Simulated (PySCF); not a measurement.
A species of formula C6H5F3 has this rotational fingerprint, computed with CAM-B3LYP/def2-SVPD in PySCF (dipole) on a GFN2-xTB geometry, gas phase:

```
Rotational constants : A = 4374, B = 767.7, C = 653.1 MHz
Dipole components    : |μa| = 1.40 D, |μb| = 1.13 D, |μc| = 0.00 D
Inertial defect      : 0.00 u·Å²
κ                    : -0.94
```

Question: Which structure is it? (One computed conformer of each.)
A. `[F:1][C:2]([F:3])=[C:4]([F:5])[C@@H:6]1[C@@H:7]2[CH2:8][C@H:9]12` with C2–C4–C6–C7 145°
B. `[CH2:1]=[CH:2]/[CH:3]=[CH:4]\[C:5]([F:6])=[C:7]([F:8])[F:9]` with C1–C2–C3–C4 180°, C3–C4–C5–F6 0°

Answer: B. It is C=C/C=C\C(F)=C(F)F, a near-prolate asymmetric top, point group Cs. The candidates at the same level (rigid rotor, commonest isotopes):

```
                           SMILES  A (MHz)  B (MHz)  C (MHz)  μa (D)  μb (D)  μc (D)  Δ (u·Å²)  point group                        rotor
FC(F)=C(F)[C@@H]1[C@@H]2C[C@@H]21     3029     1180    974.9    2.47    1.14    0.57    -76.65           C1               asymmetric top
               C=C/C=C\C(F)=C(F)F     4374    767.7    653.1    1.40    1.13    0.00      0.00           Cs  near-prolate asymmetric top
```

`FC(F)=C(F)[C@@H]1[C@@H]2C[C@@H]21` has B 54 % too high. In the right answer the mirror of this Cs structure is the ab plane, so μc vanishes by symmetry. No structure here is proved a minimum.
